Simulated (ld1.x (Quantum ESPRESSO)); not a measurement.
# Varying the TM potential for S (Z = 16)

Base potential:

* Element: S (Z = 16)
* Generator: ld1.x (Quantum ESPRESSO) 7.5
* Type: norm-conserving Troullier–Martins (Kleinman–Bylander form)
* Functional: PBEsol
* Relativity: non-relativistic
* Frozen core: [Ne]
* Valence charge: 6
* Reference configuration: 3s2 3p2 (charge +2)
* Partial waves: 3s (bound): rc 1.05 bohr; 3p (bound): rc 1.60 bohr; 3d channel at 0.45 Ry: rc 1.65 bohr
* Local potential: all-electron potential smoothed inside 1.60 bohr (lloc = -1)
* Core correction: a·sin(br)/r model core, default radius (core density twice the valence density)

Cutoffs, loose and tight: the cutoffs (Ry, on a coarse ladder) from which the occupation-weighted sum of valence levels, in a spherical-Bessel basis at the reference potential, stays within 10 and 1 mRy of its value at 400 Ry. They do not see the model core or the augmentation charge, which bear on the density cutoff. Test errors are all-electron minus pseudo excitation energies from the reference, over the configurations 3s2 3p4; 3s2 3p3; 3s2 3p1; 3s2 3p0; 3s1 3p4; 3s1 3p5; 3s0 3p6. A dash means not determined; rows that change the core or the reference have their own tests.

The default core radius of the base comes out at 0.88 bohr.

| change | outcome | cutoff, loose | cutoff, tight | bound ghosts | largest test error (meV) |
| --- | --- | --- | --- | --- | --- |
| base | generated | 100 Ry | 200 Ry | none | +131 |
| scalar-relativistic | generated | 100 Ry | 200 Ry | none | +125 |
| local potential the s channel | generated | 100 Ry | 200 Ry | none | +122 |
| wave 3s (bound): rc 1.05 bohr becomes 3s (bound): rc 1.60 bohr | generated | 35 Ry | 55 Ry | none | +125 |
| reference 3s2 3p4 | generated | 80 Ry | 200 Ry | none | +291 |
| functional LDA (PZ) | generated | 100 Ry | 200 Ry | none | +137 |
| core correction a·sin(br)/r model core inside 0.74 bohr | generated | 100 Ry | 200 Ry | none | +128 |
| type PAW; waves now 3s (bound): rcut 0.90, rcutus 1.05 bohr; 3s channel at -2.25 Ry: rcut 0.90, rcutus 1.05 bohr; 3p (bound): rcut 1.40, rcutus 1.60 bohr; 3p channel at 2.05 Ry: rcut 1.40, rcutus 1.60 bohr; 3d channel at 0.45 Ry: rcut 1.45, rcutus 1.65 bohr; 3d channel at 2.15 Ry: rcut 1.45, rcutus 1.65 bohr; local potential all-electron potential smoothed inside 0.85 bohr (lloc = -1); augmentation PSQ, inside the norm-conserving radii | failed: new_paw_hamiltonian: negative rho | – | – | – | – |
